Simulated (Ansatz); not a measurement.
digermane (H$_{6}$Ge$_{2}$), singlet, geometry from GFN2-xTB; PBE0/3-21G run with Ansatz (a quantum-chemistry and plane-wave program).

Here is a job for Ansatz.
Ansatz 0.2 input:
```yaml
crystal:
  periodic: [false, false, false]
  atoms:
    - {symbol: Ge, position_ang: [-1.17547558, 0.12031447, -0.01616232]}
    - {symbol: Ge, position_ang: [1.17547558, -0.12031447, 0.01616232]}
    - {symbol: H, position_ang: [-1.83910444, -0.70892524, -1.07255537]}
    - {symbol: H, position_ang: [-1.62122062, 1.52722241, -0.27292961]}
    - {symbol: H, position_ang: [-1.82715328, -0.27710333, 1.27278427]}
    - {symbol: H, position_ang: [1.62480881, -1.45976226, 0.51414555]}
    - {symbol: H, position_ang: [1.85937790, 0.88294663, 0.89351790]}
    - {symbol: H, position_ang: [1.80329164, 0.03562178, -1.33496274]}
basis:
  gaussian:
    orbitals: 3-21G.json
hamiltonian:
  xc: pbe0
```
The basis file holds 3-21G in the JSON format of the Basis Set Exchange.

It wrote (shortened):

```
Functional definition: PBE0
516 factors; integrals over basis functions are off by at most 5.8e-4 eV
mean field evaluation 1: about -112572.1889 eV, gradient 5.7e0 eV
mean field evaluation 2: about -112572.2981 eV, gradient 9.1e-1 eV
mean field evaluation 4: about -112572.2778 eV, gradient 3.2e-1 eV
mean field evaluation 8: about -112572.2782 eV, gradient 2.1e-4 eV
mean field -112572.27815296 eV, -4136.9549178905 hartree, gradient 6.7e-5 eV, S^2 0.000000; 0 other end points of the search recorded, 0 dependent functions left out
reference -112572.27818020 eV, -4136.9549188917 hartree; 35, 35 occupied and 23, 23 virtual orbitals, 516 factors
Total energy: -112572.27818020 eV, -4136.9549188917 hartree
```
